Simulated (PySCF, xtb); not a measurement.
CH₇NOSn, SMILES C[O][SnH2][NH2]. The values are those of a single conformer.

Harmonic wavenumbers (cm⁻¹) from GFN2-xTB (xtb 6.7.1) at its own minimum, in rising order: 51, 81, 97, 146, 197, 368, 387, 445, 492, 550, 601, 660, 762, 1066, 1147, 1148, 1425, 1469, 1492, 1495, 1555, 1817, 2908, 2936, 2972, 3401, 3429.

Q: What does PBE-D3(BJ)/def2-SVP in PySCF 2.14.0 give at its own minimum? (An estimate is asked for; the answer gives what the named calculation found.)

A: 49, 107, 154, 187, 213, 381, 502, 512, 534, 587, 625, 652, 835, 1088, 1131, 1148, 1414, 1414, 1427, 1490, 1840, 1903, 2862, 2914, 2989, 3416, 3515. Paired by order, the mean absolute difference is 46 cm⁻¹ and the zero-point energies are 47.3 and 48.4 kcal/mol.
